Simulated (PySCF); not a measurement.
A small calculation by hand: chemical shift, span and skew from a shielding tensor

1-bromo-3-fluoropropa-1,2-diene (C3H2BrF), SMILES FC=C=CBr. Atoms are numbered in the order given.

```xyz
7

F     -3.1545     0.3517    -0.9321
C     -2.4035    -0.4426    -0.1635
C     -1.1131    -0.5954    -0.3366
C      0.1730    -0.7753    -0.4678
Br     1.4519     0.2920     0.4194
H     -2.9763    -0.9545     0.6177
H      0.6121    -1.5525    -1.1004
```
Charge 0, spin multiplicity 1.

The structure is a stationary point at ωB97X-D3(BJ)/def2-SVP.

GIAO shieldings from KT2/pcSseg-1 in PySCF, non-relativistic, no solvent. The symmetric part of the tensor of C4 has the principal values 16.3, 87.3, 141.0 ppm. The same nucleus in TMS has σ = 185.1 ppm at this level (PySCF, at its B3LYP-D3(BJ)/def2-TZVP geometry). Without spin–orbit terms, shifts of atoms bonded to Cl or Br come out too high.

Work out the isotropic shielding, the ¹³C shift against TMS, the span and the skew.


σ(iso) = (σ11 + σ22 + σ33)/3 = 81.5 ppm. δ = σ(ref) − σ(iso) = 185.1 − (81.5) = 103.6 ppm.
Span Ω = σ33 − σ11 = 124.7 ppm. Skew κ = 3(σ(iso) − σ22)/Ω = -0.14. Tumbling in solution averages the tensor to δ; in a static solid the shielding alone would spread this spin-1/2 line over Ω.
